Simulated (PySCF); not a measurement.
C2H9ClOSi2, SMILES CO[Si@H](Cl)[SiH2]C.

Geometry optimised at r2SCAN-D4/def2-SVP. The structure was generated by enumeration; whether it is a known compound was not checked. The values are those of a single conformer.

Computed with PBE0/def2-TZVP in PySCF.

The molecule is in vacuum.

```
Item                                                                                                             Value
---------------------------------------------------------------------------------------------  -----------------------
total energy                                                                                       -1195.64978 hartree
highest occupied level                                                                                        -7.89 eV
lowest empty level                                                                                            -0.29 eV
orbital gap                                                                                                    7.61 eV
dipole moment                                                                                                   1.05 D
quadrupole, principal values (traceless, Buckingham form, about the centre of nuclear charge)  -8.26, -2.50, 10.76 D·Å
mean static polarisability                                                                       94.3 bohr³ (13.97 Å³)
polarisability, principal values                                                               79.9, 93.5, 109.5 bohr³
```
